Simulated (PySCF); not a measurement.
Molecule: SMILES O(C(=C)OC)[SiH3], C3H8O2Si.

Mapped SMILES: `[CH2:1]=[C:2]([O:3][CH3:4])[O:5][SiH3:6]`; H(Xn) means a hydrogen on atom n. Ha(C1) is cis to O3; Hb(C1) is trans to O3.

Geometry PBE0-D3(BJ)/def2-SVP throughout; GIAO in PySCF, gas phase, one conformer, non-relativistic; equivalent atoms averaged; basis pcSseg-1.

For orientation, BLYP gives these shifts δ (against TMS, H2O at the same level): C2 168.7, C1 56.0, C4 56.3, O3 133.9, O5 125.2, Si6 -46.2, H(Si6) 4.76, Hb(C1) 3.32, Ha(C1) 2.83 ppm.

A run gave: C2 168.1, C1 59.8, C4 54.4, O3 117.4, O5 109.9, Si6 -36.8, H(Si6) 4.69, Hb(C1) 3.52, Ha(C1) 3.02 ppm (shifts δ (against TMS, H2O at the same level)).

**Question.** Which functional was used in that run?
A. BP86
B. mPW1PW91
C. B3LYP
D. HF
E. OPBE

**Answer.** B. O3 tells them apart best: mPW1PW91 gives 117.4, OPBE gives 124.4, B3LYP gives 122.6, BP86 gives 129.0, HF gives 84.1 ppm.
